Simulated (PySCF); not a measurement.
Relaxation of doublet RuN(OH)2

Method: PySCF, UPBE0, basis Ru def2-TZVP with ECP28, N def2-TZVP, O def2-TZVP, H def2-TZVP (scalar-relativistic core potentials, no spin–orbit coupling, density fitting). A (50,194) grid was used.

A hand-made trigonal planar (heavy-atom frame) start, of Cs symmetry, held to at least that symmetry:

```xyz
6
charge 0 multiplicity 2, angstrom
Ru    0.0548   -0.0049    0.0000
N     1.7948   -0.0049    0.0000
O    -0.8852    1.6232    0.0000
O    -0.8852   -1.6330    0.0000
H    -0.5569    2.5253    0.0000
H    -1.8306   -1.7997    0.0000
```

Optimiser trace:
```json
{"step": "0", "E − E(last) (kJ/mol)": "74.69", "largest gradient (Eh/bohr)": "0.13566"}
{"step": "1", "E − E(last) (kJ/mol)": "3.65", "largest gradient (Eh/bohr)": "0.00981"}
{"step": "2", "E − E(last) (kJ/mol)": "2.15", "largest gradient (Eh/bohr)": "0.00538"}
{"step": "3", "E − E(last) (kJ/mol)": "0.81", "largest gradient (Eh/bohr)": "0.00285"}
{"step": "4", "E − E(last) (kJ/mol)": "0.36", "largest gradient (Eh/bohr)": "0.00180"}
{"step": "5", "E − E(last) (kJ/mol)": "0.12", "largest gradient (Eh/bohr)": "0.00192"}
{"step": "6", "E − E(last) (kJ/mol)": "0.01", "largest gradient (Eh/bohr)": "0.00094"}
{"step": "7", "E − E(last) (kJ/mol)": "0.00", "largest gradient (Eh/bohr)": "0.00026"}
{"step": "8", "E − E(last) (kJ/mol)": "0.00", "largest gradient (Eh/bohr)": "0.00017"}
```

It ends at Cs with O–H 0.961 Å (×2), Ru–N 1.566 Å, Ru–O 1.887 Å (×2); H–O–Ru 119.5°, H–O–Ru 121.2°, N–Ru–O 117.6°, N–Ru–O 122.8°, O–Ru–O 119.5° (after a last refinement on a finer grid). A frequency run shows a minimum.

Final geometry:
```xyz
6
charge 0 multiplicity 2, angstrom
Ru    0.0758    0.0027    0.0000
N     1.6421   -0.0128    0.0000
O    -0.9313    1.5990    0.0000
O    -0.8159   -1.6599    0.0000
H    -0.5025    2.4584    0.0000
H    -1.7774   -1.6821    0.0000
```

With open d or f shells other occupations or spin states may lie lower.
